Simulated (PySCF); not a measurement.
**Tl²⁺: excitation energy**

Tl²⁺ [Xe] 4f14 5d10 6s1 (2S) → Tl²⁺ [Xe] 4f14 5d9 6s2 (2D), as a difference of total energies. Computed with PySCF 2.14 in aug-cc-pVTZ-PP with one added diffuse shell each of d, f type with ECP60MDF (6s5p5d3f, 67 functions), with a scalar-relativistic core potential. The calculations carry no spin-orbit coupling.

```json
{"method": "UHF", "excitation energy (eV)": "9.758"}
{"method": "LDA", "excitation energy (eV)": "8.606"}
{"method": "PBE", "excitation energy (eV)": "8.810"}
{"method": "PBE0", "excitation energy (eV)": "9.135"}
{"method": "r2SCAN", "excitation energy (eV)": "9.163"}
{"method": "B3LYP", "excitation energy (eV)": "8.894"}
{"method": "BHandHLYP", "excitation energy (eV)": "9.237"}
{"method": "CAM-B3LYP", "excitation energy (eV)": "8.920"}
{"method": "B97-3", "excitation energy (eV)": "9.114"}
```
